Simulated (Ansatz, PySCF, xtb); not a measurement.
Energy difference R1 → P1, each structure at its B3LYP-D3(BJ)/def2-TZVP stationary point, reached from a drawn start; harmonic modes at that level show minima.
R1, CHN (SMILES C#N) (charge 0, multiplicity 1):
```xyz
3

H      0.0000     0.0000    -1.0932
C      0.0000     0.0000    -0.0265
N      0.0000     0.0000     1.1197
```
P1, CHN (SMILES [C-]#[NH+]) (charge 0, multiplicity 1, Z-matrix in Å and degrees):
```
N
C 1 1.1640
H 1 0.9975 2 180.00
```

```tsv
level	reaction energy (kJ/mol)	minus CCSD(T)/cc-pVQZ
GFN1-xTB	88.8	27.1
HF/cc-pVDZ	46.3	-15.5
HF/cc-pVTZ	42.8	-19.0
SVWN5/def2-TZVPP	58.3	-3.5
PBE/def2-TZVPP	62.2	0.5
PBE-D3(BJ)/def2-TZVPP	62.0	0.2
PBE-D4/def2-TZVPP	62.1	0.4
BLYP/def2-TZVPP	62.2	0.4
BLYP-D3(BJ)/def2-TZVPP	61.7	0.0
revPBE-D3(BJ)/def2-TZVPP	62.1	0.4
revPBE-D4/def2-TZVPP	62.4	0.6
r2SCAN/def2-TZVPP	60.2	-1.6
r2SCAN-D3(BJ)/def2-TZVPP	60.2	-1.6
r2SCAN-D4/def2-TZVPP	60.2	-1.6
B97M-V/def2-TZVPP	55.7	-6.1
B3LYP/def2-TZVPP	58.2	-3.6
B3LYP-D4/def2-TZVPP	58.1	-3.7
PBE0/def2-TZVPP	57.3	-4.5
PBE0-D3(BJ)/def2-TZVPP	57.1	-4.7
BHLYP/def2-TZVPP	52.1	-9.6
BHLYP-D3(BJ)/def2-TZVPP	51.8	-9.9
BHLYP-D4/def2-TZVPP	52.0	-9.8
M06-2X/def2-TZVPP	53.7	-8.1
CAM-B3LYP/def2-TZVPP	55.0	-6.8
CAM-B3LYP-D3(BJ)/def2-TZVPP	54.9	-6.9
CAM-B3LYP-D4/def2-TZVPP	54.9	-6.8
wB97X-V/def2-TZVPP	54.4	-7.4
wB97M-V/def2-TZVPP	51.3	-10.5
B2PLYP/def2-TZVPP	64.0	2.2
B2PLYP-D3(BJ)/def2-TZVPP	63.8	2.0
B2PLYP-D4/def2-TZVPP	63.9	2.1
MP2/cc-pVDZ	77.1	15.3
MP2/cc-pVTZ	73.6	11.8
MP2/cc-pVQZ	73.2	11.5
SCS-MP2/cc-pVDZ	74.8	13.1
SCS-MP2/cc-pVTZ	71.4	9.6
SCS-MP2/cc-pVQZ	71.1	9.3
CCSD/cc-pVQZ	60.4	-1.4
CCSD(T)/cc-pVDZ	65.1	3.4
CCSD(T)/cc-pVQZ	61.8	0.0
```

 The comparison column counts from a level with limits of its own.

P less R. No zero-point or thermal terms.

Cores are frozen in the correlated methods.

The values were computed with Ansatz (Gaussian orbitals); PySCF for M06-2X and the D3/D4 terms; xtb for the GFN methods. No computed number here is a measurement.

Ansatz is a quantum-chemistry and plane-wave program.
